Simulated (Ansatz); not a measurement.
`C[O][Ta]([O]C)([O]C)([O]C)[O]C` and `C[O][Nb]([O]C)([O]C)([O]C)[O]C` differ in one element.

Ansatz, PBE0-D4/def2-TZVP geometries, multiplicity 1. Each molecule was computed in one conformer, which needn't be the lowest.

Elements past krypton have def2 core potentials.

```
                                      property  `C[O][Ta]([O]C)([O]C)([O]C)[O]C`
       HOMO–LUMO gap (ωB97M-V/def2-TZVPP) / eV                             11.74
size of the dipole moment (PBE/def2-TZVPP) / D                              0.85
         HOMO–LUMO gap (B3LYP/def2-TZVPP) / eV                              6.93
          HOMO–LUMO gap (PBE0/def2-TZVPP) / eV                              7.38
           LUMO energy (B3LYP/def2-TZVPP) / eV                             -0.47
             LUMO energy (PBE/def2-TZVPP) / eV                             -1.12
```

Problem. What does the change do to each property? (Estimate.)

Solution. Ansatz gave: 
```json
{"property": "HOMO–LUMO gap (ωB97M-V/def2-TZVPP) / eV", "`C[O][Nb]([O]C)([O]C)([O]C)[O]C`": "11.15", "shift": "-0.59"}
{"property": "size of the dipole moment (PBE/def2-TZVPP) / D", "`C[O][Nb]([O]C)([O]C)([O]C)[O]C`": "2.54", "shift": "1.69"}
{"property": "HOMO–LUMO gap (B3LYP/def2-TZVPP) / eV", "`C[O][Nb]([O]C)([O]C)([O]C)[O]C`": "6.28", "shift": "-0.65"}
{"property": "HOMO–LUMO gap (PBE0/def2-TZVPP) / eV", "`C[O][Nb]([O]C)([O]C)([O]C)[O]C`": "6.72", "shift": "-0.66"}
{"property": "LUMO energy (B3LYP/def2-TZVPP) / eV", "`C[O][Nb]([O]C)([O]C)([O]C)[O]C`": "-1.03", "shift": "-0.56"}
{"property": "LUMO energy (PBE/def2-TZVPP) / eV", "`C[O][Nb]([O]C)([O]C)([O]C)[O]C`": "-1.59", "shift": "-0.47"}
```

With PBE0 the HOMO rises by 0.09 eV and the LUMO falls by 0.56 eV, so the gap narrows by about 0.65 eV. PBE moves the HOMO by 0.10 eV and ωB97M-V by 0.08 eV. Dipoles are sizes alone; their direction can turn.

B3LYP here is the variant with VWN-RPA as its local correlation; programs differ in this.
